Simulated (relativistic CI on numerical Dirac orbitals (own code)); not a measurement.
## One change at a time: Mn XXI

Base calculation: Dirac-Coulomb-Breit CI, KLI orbitals optimised for each configuration, model QED (radiative potential, 1s self-energy scaled to tabulated hydrogen-like ionisation energies), unscaled Slater integrals.

Configurations in the expansion (outside the closed core 1s2): 2s2 2p, 2s 2p2, 2p3, 2p2 3s, 2p2 3p, 2p2 3d, 2s2 3s, 2s2 3p, 2s2 3d, 2s 2p 3s, 2s 2p 3p, 2s 2p 3d, 2s2 4s, 2s2 4p, 2s2 4d, 2s2 4f. Levels of other configurations are missing.

Variants: (1) valence Slater integrals scaled by 0.9; (2) Breit term removed; (3) QED terms removed. Shifts of the energy above 2s2 2p 2P°_1/2, in eV, for the lowest level and the first level of each name with at least 55 % of one term (blank where a level changes its place among those of its configuration and J or its character, or is not in the variant):

```tsv
Level	Base	Δ(1)	Δ(2)	Δ(3)
2s2 2p 2P°_1/2	0.000	0.000	0.000	0.000
2s2 2p 2P°_3/2	12.301	+0.053	+0.431	-0.027
2s 2p2 4P_1/2	46.581	+1.590	-0.270	+0.384
2s 2p2 4P_3/2	52.155	+1.736	-0.045	+0.367
2s 2p2 4P_5/2	57.857	+1.622	+0.414	+0.356
2s 2p2 2D_3/2	85.793	-1.446	+0.143	+0.366
2s 2p2 2D_5/2	87.793	-1.206	+0.349	+0.355
2s 2p2 2P_1/2	100.955	-3.530	-0.288	+0.382
2s 2p2 2S_1/2	113.873	-3.525	+0.120	+0.351
2s 2p2 2P_3/2	115.810	-3.738	+0.358	+0.353
2p3 4S°_3/2	146.078	+0.842	-0.112	+0.767
2p3 2D°_3/2	163.556	-0.902	-0.256	+0.767
2p3 2D°_5/2	166.513	-0.713	+0.252	+0.759
2p3 2P°_1/2	184.021	-2.767	-0.199	+0.742
2p3 2P°_3/2	189.475	-2.356	+0.201	+0.722
2s2 3s 2S_1/2	918.935	+0.654	+0.775	-0.126
2s2 3p 2P°_1/2	940.352	+0.736	+0.646	+0.002
2s2 3p 2P°_3/2	943.819	+0.719	+0.783	-0.007
2s 2p 3s 4P°_1/2	961.587	+0.600	+0.330	+0.267
2s2 3d 2D_3/2	963.588	+0.436	+0.880	-0.012
2s2 3d 2D_5/2	964.604	+0.430	+0.904	-0.016
2s 2p 3s 4P°_3/2	964.852	+0.518	+0.536	+0.260
```

At this charge energies of transitions that change n are usually good to better than 1 %, and those within a shell (Δn = 0) to a few per cent.

Ionisation energy from the two ground configurations alone: base 1645.08 eV; Breit term removed 1646 eV. The NIST ASD value (semi-empirical) is 1643.2 eV.

LS names give the leading component of a level, which can be under half, so a name can repeat, a term be missing and a line seem to break the LS rules.
